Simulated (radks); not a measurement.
Task: Ta+, 72 electrons, occupied as [Xe] 4f14 5d3 6s1. Method: scalar-relativistic Kohn-Sham, BLYP, spin-polarised, spherical densities, finite nucleus; open shells are filled with parallel spins first (spin-orbit coupling, left out, can overturn this in heavy ions); Fermi nuclear charge, rms radius 5.3507 fm; computed with a radial shooting solver on a logarithmic mesh with Libxc functionals. Some entries of the table are withheld. Estimate them.

orbital,occ.,eigenvalue (Ry),<r^2> (bohr^2)
1s up,1,-4950.908,0.0004788
1s down,1,-4950.908,0.0004788
2s up,1,-851.0939,0.007376
2s down,1,-851.0854,0.007376
2p up,3,-746.1132,0.006083
2p down,3,-746.1062,0.006082
3s up,1,-195.3401,0.04796
3s down,1,-195.3378,0.04796
3p up,3,-164.1040,0.04865
3p down,3,-164.1013,0.04865
3d up,5,-127.5998,0.04038
3d down,5,-127.5944,0.04038
4s up,1,-40.20695,0.2377
4s down,1,-40.19938,0.2377
4p up,3,-29.95656,0.2706
4p down,3,-29.94933,0.2706
4d up,5,-16.82480,0.3175
4d down,5,-16.81595,0.3172
5s up,1,-5.89989,1.368
5s down,1,-5.82038,1.354
5p up,3,(1),1.917
5p down,3,(2),1.890
4f up,7,-2.31977,0.5263
4f down,7,-2.29878,0.5165
6s up,1,(3),10.25
5d up,3,-0.81204,(4)
5d down,0,-0.67292,(5)
6p up,0,-0.50594,17.61

Result: 
(1) 5p up eigenvalue (Ry): -3.44517
(2) 5p down eigenvalue (Ry): -3.33883
(3) 6s up eigenvalue (Ry): -0.89370
(4) 5d up <r^2> (bohr^2): 5.245
(5) 5d down <r^2> (bohr^2): 5.459
